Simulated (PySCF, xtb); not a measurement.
N-ethenylpropan-2-imine (C5H9N), SMILES C=CN=C(C)C.

GFN2-xTB (xtb 6.7.1) at its own geometry gives an orbital gap of 3.30 eV and a dipole moment of 2.13 D.

Geometry optimised at B3LYP-D3(BJ)/def2-SVP. The values are those of a single conformer.

**Question.** What does r2SCAN/def2-TZVP run with PySCF give? (An estimate is asked for; the answer gives what the named calculation found.)

**Answer.** gap 4.19 eV (levels -5.41 and -1.22 eV), dipole 2.01 D.
